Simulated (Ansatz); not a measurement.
Calculated with Ansatz (gas phase, PBE0-D4/def2-TZVP geometries, no zero-point term in ΔE). CCSD(T)/CBS is the MP2 limit (def2-TZVPP, def2-QZVPP) plus CCSD(T) − MP2 in def2-TZVPP, frozen cores. DFT in def2-TZVPP. B3LYP here is the variant with VWN-RPA as its local correlation; programs differ in this. Elements past krypton have def2 core potentials. For In outer-core shells are correlated without core-valence functions, which leaves a few kJ/mol of doubt a bond. Each species was taken in one conformer, which may not be the lowest.

Reaction (cleavage of the Si–B bond): `FC([SiH3])B[SiH3]` + `[OH][In]([Cl])[O][SiH3]` → `[SiH3][O][In]([Cl])[O][SiH3]` + `BC(F)[SiH3]`

| level | ΔE (kJ/mol) | difference from CCSD(T)/CBS |
| --- | --- | --- |
| PBE-D4 | -80.4 | 33.3 |
| r2SCAN-D4 | -102.1 | 11.6 |
| PBE0-D4 | -94.0 | 19.7 |
| B3LYP-D4 | -113.3 | 0.4 |
| ωB97X-V | -112.1 | 1.6 |
| ωB97M-V | -112.1 | 1.6 |
| B2PLYP | -120.6 | -6.9 |
| PBE | -83.0 | 30.7 |
| r2SCAN | -102.6 | 11.1 |
| PBE0 | -96.2 | 17.5 |
| MP2/def2-TZVPP | -120.6 | -6.9 |
| CCSD(T)/def2-TZVPP | -114.1 | -0.4 |
| HF/def2-QZVPP | -162.1 | -48.4 |
| MP2/def2-QZVPP | -121.2 | -7.5 |
| SCS-MP2/def2-QZVPP | -129.0 | -15.3 |
| HF/CBS(def2) | -162.5 | -48.8 |
| CCSD(T)/CBS | -113.7 | 0 |

Largest T1 diagnostic among the species: 0.015.

From PBE to PBE0 (25 % exact exchange), in def2-TZVPP and without D4, ΔE moves by −13.2 kJ/mol. In def2-TZVPP, CCSD(T) changes the Hartree–Fock value by +45.5 kJ/mol (the triples alone add +6.8 kJ/mol) and MP2 by +39.0 kJ/mol. The D4 term adds +4.4 kJ/mol with B3LYP and +2.2 kJ/mol with PBE0; it sums over pairs of atoms, weighted by their polarisabilities, and B3LYP, whose exchange is more repulsive, gets the larger term.
